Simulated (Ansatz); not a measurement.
Consider the substitution at a C–O bond: `CBCOC` + `CO[SiH](O)Cl` → `CO[SiH](Cl)OC` + `CBCO`.

Calculated with Ansatz (gas phase, PBE0-D4/def2-TZVP geometries, no zero-point term in ΔE). CCSD(T)/CBS is the MP2 limit (def2-TZVPP, def2-QZVPP) plus CCSD(T) − MP2 in def2-TZVPP, frozen cores. Each species was taken in one conformer, which may not be the lowest.

```
        species  CCSD(T)/CBS(def2) energy (Eh)
        `CBCOC`                     -219.51663
 `CO[SiH](O)Cl`                     -940.41141
`CO[SiH](Cl)OC`                     -979.64935
         `CBCO`                     -180.26920
```

(1) Work out ΔE.

Largest T1 diagnostic among the species: 0.011.

## Answers

(1) ΔE = (-979.64935) + (-180.26920) − (-219.51663) − (-940.41141) = 0.00949 Eh = +24.9 kJ/mol.
